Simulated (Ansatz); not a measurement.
Basis-set extrapolation for CH$_{4}$BFO (PBE0-D4/def2-TZVP geometry, frozen core, Ansatz). Multiplicity 1, RHF reference.

```tsv
	def2-TZVPP	def2-QZVPP
HF	-239.328174	-239.339400
MP2 correlation	-0.757861	-0.819593
CCSD(T) correlation	-0.807524	not run
```

Energies in hartree. Use E(X) = E(∞) + A·exp(−7.88·√X) for Hartree–Fock and E(X) = E(∞) + B·X^(−2.97) for correlation, with X = 3 and 4, and add CCSD(T) minus MP2 of the smaller set to the MP2 limit.

Question: What is the CCSD(T) energy at the basis-set limit?

Answer: HF limit: -239.339400 + (-0.011226) × 0.13774 = -239.34095. MP2 limit: -0.819593 + (-0.061732) × 0.74074 = -0.86532. Higher-order term: -0.807524 − (-0.757861) = -0.04966. Total: -240.25593 hartree, 75.4 kcal/mol below CCSD(T)/def2-TZVPP.
